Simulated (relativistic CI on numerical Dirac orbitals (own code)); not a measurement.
Crystal-field levels of Ag4+, 4d7

Calculated by Dirac-Coulomb-Breit CI, separate exchange-only KLI orbitals for each configuration, QED by a radiative potential, valence Slater integrals scaled by 0.7, one configuration in a parametric crystal field (own radial code).

Field parameters in Wybourne normalisation: Oh B⁴₀ = 21Dq, B⁴₄ = √(5/14) B⁴₀. The field is a parameter set, without covalency.

S is read from ⟨S²⟩ = S(S + 1).

Levels (cm⁻¹, degeneracy): 0 (2), 486 (4), 1781 (4), 3967 (2), 6337 (4), 11913 (4), 13561 (2), 13924 (4), 14158 (2), 15646 (4), 17082 (2), 17409 (4).

(1) Which field gives this pattern?
A. Oh, 10Dq = 30450 cm⁻¹
B. Oh, 10Dq = 42050 cm⁻¹
C. Oh, 10Dq = 18850 cm⁻¹
D. Oh, 10Dq = 13050 cm⁻¹

## Answers

(1) D. Oh, 10Dq = 13050 cm⁻¹, ground level with S = 1.49.
